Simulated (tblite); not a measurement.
Compound: H₅N₂OSi₂ (doublet state).
Geometry (GFN2-xTB, Å), atoms numbered from 1 in this order:
```xyz
10
H5N2OSi2 angstrom
O      2.4229   -0.4595   -0.1133
Si     1.0769    0.3827   -0.4417
N     -0.3615   -0.5994   -0.6962
Si    -1.3029    0.1327    0.5678
N      0.1869    0.9302    0.9746
H      2.3959   -1.1652    0.5389
H     -0.6673   -1.1102   -1.5037
H     -1.7088   -0.8320    1.5840
H     -2.3773    1.0102    0.1165
H      0.3439    1.7151    1.5794
```

Calculated harmonic vibrations of the isolated species, GFN2-xTB (tblite), most abundant isotopes, no scaling. Against measured fundamentals such values can be off by several per cent, at times by over 20. Modes of hydrogen on silicon can be 10 to 20 % off. One conformer, not necessarily the lowest. Open shells enter through the occupations alone, without spin polarisation, and single modes of such species can be off by tens of per cent.

Harmonic wavenumbers (cm⁻¹): 129.2, 169.3, 265.5, 270.8, 340.8, 405.5, 454.1, 484.6, 546.4, 560.4, 735.8, 766.5, 792.2, 813.0, 836.5, 872.6, 940.6, 1042.4, 1094.6, 2256.1, 2293.1, 3500.1, 3520.0, 3528.1.

A = 7945, B = 2414, C = 2102 MHz; mass 104.994 u (most abundant isotopes); point group Cs, symmetry number 1; spin multiplicity 2.

Problem. Zero-point energy?

Solution. ½Σν̃ = 13309 cm⁻¹ = 159.21 kJ/mol.

Problem. What is S at 350 K and 1 bar for an ideal gas of classical rigid rotors and harmonic oscillators?

Solution. Translation 170.23, rotation 112.79, vibration 76.60, spin (R ln 2) 5.76: S = 365.4 J/(mol K).

Problem. And Cp and H(350 K) − H(0)?

Solution. Cp = 129.97 J/(mol K), of which vibrations give 96.72 (their classical limit is 24 R = 199.5); H(350 K) − H(0) = 27.73 kJ/mol without the zero-point energy, 16.09 from vibrations.

Problem. What must be added to the electronic energy to get the Gibbs energy at 350 K and 1 bar?

Solution. ZPE + [H(350 K) − H(0)] − T·S = 159.21 + 27.73 − 127.89 = 59.05 kJ/mol.

Problem. Blend soft modes into free rotors: weight 1/[1 + (100 cm⁻¹/ν̃)⁴] for the oscillator and the rest for a rotor with moment μB/(μ + B), μ = h/(8π²ν), B = 10⁻⁴⁴ kg m². What vibrational entropy results?

Solution. 75.98 J/(mol K) in place of 76.60, which changes −T·S at 350 K by +0.22 kJ/mol.

Hindered rotation and anharmonicity are outside this model. Other conformers, if any are populated, would add a mixing term that is left out.
